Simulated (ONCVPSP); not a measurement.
Before and after: ONCV potential for Si

* Element: Si (Z = 14)
* Generator: ONCVPSP 4.0.1
* Type: optimised norm-conserving Vanderbilt (ONCV)
* Functional: PBE
* Relativity: scalar-relativistic
* Frozen core: [Ne]
* Valence charge: 4
* Reference configuration: 3s2 3p2
* Partial waves: 3s: rc 1.95 bohr, ncon 5, nbas 8, qcut 4.1 1/bohr, 2 projectors, debl 2.1 Ha; 3p: rc 1.75 bohr, ncon 4, nbas 9, qcut 5.3 1/bohr, 3 projectors, debl 1.6 Ha; d scattering state at 0.14 Ha: rc 1.60 bohr, ncon 3, nbas 7, qcut 7.1 1/bohr, 1 projector
* Local potential: polynomial inside 1.40 bohr (lpopt 5, dvloc0 0 Ha)
* Core correction: Teter function, fcfact 4.5, rcfact 1.45

All-electron outer shells of the reference configuration (PBE, scalar-relativistic, ld1.x):

```tsv
shell	level (eV)	outermost node (bohr)	outermost maximum (bohr)
2s	-139.50	0.15	0.45
2p	-95.56	–	0.39
3s	-10.81	0.72	1.80
3p	-4.08	0.72	2.17
```

Change: core correction Teter function, fcfact 4.5, rcfact 0.94.

Cutoffs: the cutoffs (Ha) at which the residual kinetic energy of the hardest occupied pseudo-wave falls to 1 and 0.1 mHa per electron; they do not see the model core or the augmentation charge, which bear on the density cutoff. Errors are all-electron minus pseudo energies relative to the spin-unpolarised reference configuration.

Predict the effect on cutoff, ghosts and configuration errors.

The potential gets neither clearly harder nor softer (7.7 Ha and 18 Ha → 7.7 Ha and 18 Ha); both files keep a bound ghost (p); of the 4 tests that both files solve, the error grows in 1 and shrinks in 2 by more than 15 % and 0.3 meV (median size 2.5 → 3.5 meV). A model core, the more so a compact one, raises the density cutoff, which this test does not measure.

| quantity | base | changed |
| --- | --- | --- |
| cutoff, loose | 7.7 Ha | 7.7 Ha |
| cutoff, tight | 18 Ha | 18 Ha |
| bound ghosts | p | p |
| GHOST(+) flags under 300 eV | s at 139.0 eV | s at 139.0 eV |
| error for 3s2 3p1, meV [ΔE 7.74 eV] | +1.6 | -1.7 |
| error for 3s2 3p0, meV [ΔE 23.73 eV] | +8.2 | -4.9 |
| error for 3s1 3p0, meV [ΔE 57.70 eV] | -1.7 | +78 |
| error for 3s1 3p3, meV [ΔE 6.81 eV] | -3.3 | +2.0 |
| s: phases at 1.98 bohr within 0.05 rad from the reference energy up to (Ha; the scan ends near 5) | 3.2 | 3.2 |
| p: phases at 1.78 bohr within 0.05 rad from the reference energy up to (Ha; the scan ends near 5) | to the end of the scan | to the end of the scan |
| d: phases at 1.63 bohr within 0.05 rad from the reference energy up to (Ha; the scan ends near 5) | 3.9 | 3.9 |
| rms error of d²Exc/dni dnj with the model core, mHa | 0.86 | 1.67 |

Base: The cutoffs count occupied waves only; projector 3 of the p channel, the hardest unoccupied one, needs 88 Ha at the loose tolerance. Changed file: The cutoffs count occupied waves only; projector 3 of the p channel, the hardest unoccupied one, needs 88 Ha at the loose tolerance. A true bound ghost makes a file unfit for plane-wave use even where its test errors are small: the radial tests pick states by their node count and pass the ghost by.
